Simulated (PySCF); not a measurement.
CH6InNO2. Atoms are numbered in the order given.

```xyz
11

In    -0.0314     0.1500     0.2754
O     -1.5147    -1.0998     0.8068
H     -1.9672    -0.7962     1.6064
O      0.7888    -0.2233    -1.5148
C      0.4361    -1.3275    -2.3090
H     -0.6563    -1.4349    -2.4602
H      0.8940    -1.2057    -3.3083
H      0.8035    -2.2895    -1.8978
N      0.5247     1.8548     1.2619
H      1.4473     2.1824     0.9728
H      0.5357     1.7583     2.2776
```

Geometry optimised at B3LYP-D3(BJ)/def2-SVP. The structure was generated by enumeration; whether it is a known compound was not checked. The def2 effective core potentials stand for the cores of In; spin–orbit coupling is left out. One conformer was computed; it need not be the lowest.

All values below come from IEF-PCM-ωB97X/def2-SVP (PySCF).

The values are the electrostatic part of the solvation free energy, E(continuum) − E(gas) at the gas-phase geometry, in a cavity of scaled van der Waals radii (PySCF's table); cavitation and dispersion terms are not included. A continuum can't describe solvent molecules that bind to the metal. In vacuum the orbital gap is 10.18 eV. The dipole moment in vacuum is 2.58 D.

### Question
Estimate the values in water (ε = 78.36), chloroform (ε = 4.71), 1-octanol (ε = 9.86). (An estimate is asked for; the answer gives what the named calculation found.)

### Answer

| solvent | ε | ΔG(elec) (kcal/mol) | dipole (D) | gap (eV) |
|---|---|---|---|---|
| water | 78.36 | -12.3 | 3.23 | 10.51 |
| chloroform | 4.71 | -8.6 | 3.03 | 10.43 |
| 1-octanol | 9.86 | -10.5 | 3.13 | 10.48 |
